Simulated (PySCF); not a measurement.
Si(CCH)(F)2(H) (C2H2F2Si), SMILES [SiH](C#C)(F)F. Atoms are numbered in the order given.

```xyz
7

Si    -0.4468    -0.3637     0.0000
F     -1.1127     0.3321     1.3090
F     -1.1127     0.3321    -1.3090
C      1.3450    -0.0373     0.0000
C      2.5598     0.1410     0.0000
H     -0.7761    -1.8132     0.0000
H      3.6306     0.3042     0.0000
```
Charge 0, spin multiplicity 1.

Geometry: PBE-D3(BJ)/def2-SVP.

Method: PBE-D3(BJ)/def2-SVP in PySCF.

Frequencies are harmonic and unscaled.

Computed harmonic wavenumbers and intensities:
```json
[
 {"mode": "1", "ν (cm⁻¹)": "126", "IR (km/mol)": "0.8", "Raman (Å⁴/amu)": "7.3", "depolarisation": "0.75", "moving atoms (share of kinetic energy)": "F 47 %, C 35 %, H 11 %"},
 {"mode": "2", "ν (cm⁻¹)": "163", "IR (km/mol)": "3.7", "Raman (Å⁴/amu)": "8.6", "depolarisation": "0.75", "moving atoms (share of kinetic energy)": "C 51 %, F 21 %, H 16 %, Si 11 %"},
 {"mode": "3", "ν (cm⁻¹)": "284", "IR (km/mol)": "12.3", "Raman (Å⁴/amu)": "1.2", "depolarisation": "0.72", "moving atoms (share of kinetic energy)": "F 71 %, C 18 %, Si 9 %"},
 {"mode": "4", "ν (cm⁻¹)": "338", "IR (km/mol)": "17.4", "Raman (Å⁴/amu)": "2.1", "depolarisation": "0.75", "moving atoms (share of kinetic energy)": "C 68 %, F 19 %"},
 {"mode": "5", "ν (cm⁻¹)": "402", "IR (km/mol)": "59.8", "Raman (Å⁴/amu)": "2.1", "depolarisation": "0.66", "moving atoms (share of kinetic energy)": "C 40 %, F 30 %, Si 27 %"},
 {"mode": "6", "ν (cm⁻¹)": "636", "IR (km/mol)": "70.2", "Raman (Å⁴/amu)": "7.0", "depolarisation": "0.14", "moving atoms (share of kinetic energy)": "C 48 %, Si 35 %, H 10 %"},
 {"mode": "7", "ν (cm⁻¹)": "714", "IR (km/mol)": "27.5", "Raman (Å⁴/amu)": "1.0", "depolarisation": "0.75", "moving atoms (share of kinetic energy)": "H 76 %, C 24 %"},
 {"mode": "8", "ν (cm⁻¹)": "716", "IR (km/mol)": "24.4", "Raman (Å⁴/amu)": "1.0", "depolarisation": "0.75", "moving atoms (share of kinetic energy)": "H 76 %, C 24 %"},
 {"mode": "9", "ν (cm⁻¹)": "799", "IR (km/mol)": "61.7", "Raman (Å⁴/amu)": "8.2", "depolarisation": "0.67", "moving atoms (share of kinetic energy)": "H 71 %, F 23 %"},
 {"mode": "10", "ν (cm⁻¹)": "806", "IR (km/mol)": "17.7", "Raman (Å⁴/amu)": "11.3", "depolarisation": "0.75", "moving atoms (share of kinetic energy)": "H 85 %, F 14 %"},
 {"mode": "11", "ν (cm⁻¹)": "876", "IR (km/mol)": "281.4", "Raman (Å⁴/amu)": "5.5", "depolarisation": "0.14", "moving atoms (share of kinetic energy)": "Si 43 %, F 40 %, H 15 %"},
 {"mode": "12", "ν (cm⁻¹)": "952", "IR (km/mol)": "196.0", "Raman (Å⁴/amu)": "1.7", "depolarisation": "0.75", "moving atoms (share of kinetic energy)": "Si 50 %, F 42 %"},
 {"mode": "13", "ν (cm⁻¹)": "2098", "IR (km/mol)": "72.6", "Raman (Å⁴/amu)": "101.7", "depolarisation": "0.26", "moving atoms (share of kinetic energy)": "C 90 %, H 9 %"},
 {"mode": "14", "ν (cm⁻¹)": "2261", "IR (km/mol)": "94.5", "Raman (Å⁴/amu)": "135.8", "depolarisation": "0.19", "moving atoms (share of kinetic energy)": "H 97 %"},
 {"mode": "15", "ν (cm⁻¹)": "3387", "IR (km/mol)": "45.9", "Raman (Å⁴/amu)": "47.2", "depolarisation": "0.24", "moving atoms (share of kinetic energy)": "H 86 %, C 14 %"}
]
```
